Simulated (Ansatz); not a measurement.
`CO[SiH2]S[SiH2]OC` + `CCCO` → `CCCOC` + `CO[SiH2]S[SiH2]O`  (substitution at a C–O bond)

Gas-phase electronic energies from Ansatz, PBE0-D4/def2-TZVP geometries. CCSD(T)/CBS is the MP2 limit (def2-TZVPP, def2-QZVPP) plus CCSD(T) − MP2 in def2-TZVPP, frozen cores. DFT in def2-TZVPP. One conformer a species, not always the lowest.

```tsv
level	ΔE (kJ/mol)
PBE-D4	-34.0
r2SCAN-D4	-34.8
PBE0	-34.2
MP2/def2-QZVPP	-34.3
```

**Question.** What does CCSD(T)/CBS give? (An estimate is asked.)

**Answer.** The calculation gave: -32.0 kJ/mol. The listed levels differ from it by -2.0, -2.8, -2.2, -2.3 kJ/mol.

Largest T1 diagnostic among the species: 0.012.

In def2-TZVPP, CCSD(T) changes the Hartree–Fock value by −7.5 kJ/mol (the triples alone add −1.7 kJ/mol) and MP2 by −9.9 kJ/mol.
